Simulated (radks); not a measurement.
The numbers below are computed, except where a source is named.
Isoelectronic series with 5 electrons, all held in the configuration [He] 2s2 2p1, which need not be the ground one along the series. Code: a radial shooting solver on a logarithmic mesh with Libxc functionals. Model: non-relativistic Kohn-Sham, PBE, spin-polarised, spherical densities, point nucleus; open shells are filled with parallel spins first. Total energies (hartree) and mean radii <r> (bohr) (* marks an orbital that is empty in some or all of the ions):

| ion | E (hartree) | 2p down* | 2p up | 2s down | 2s up | 1s down |
|---|---|---|---|---|---|---|
| B | -24.60538 | 2.368 | 2.255 | 1.971 | 1.939 | 0.3293 |
| N2+ | -52.88229 | 1.151 | 1.128 | 1.181 | 1.165 | 0.2294 |
| F4+ | -92.17827 | 0.7790 | 0.7686 | 0.8444 | 0.8359 | 0.1759 |
| Al8+ | -203.78586 | 0.4769 | 0.4730 | 0.5392 | 0.5356 | 0.1198 |
| P10+ | -276.09271 | 0.3999 | 0.3972 | 0.4568 | 0.4542 | 0.1033 |
| Cl12+ | -359.40052 | 0.3445 | 0.3425 | 0.3963 | 0.3944 | 0.09083 |
| K14+ | -453.70895 | 0.3026 | 0.3010 | 0.3500 | 0.3485 | 0.08103 |
| Sc16+ | -559.01782 | 0.2698 | 0.2686 | 0.3134 | 0.3122 | 0.07313 |
| V18+ | -675.32699 | 0.2434 | 0.2424 | 0.2837 | 0.2827 | 0.06664 |
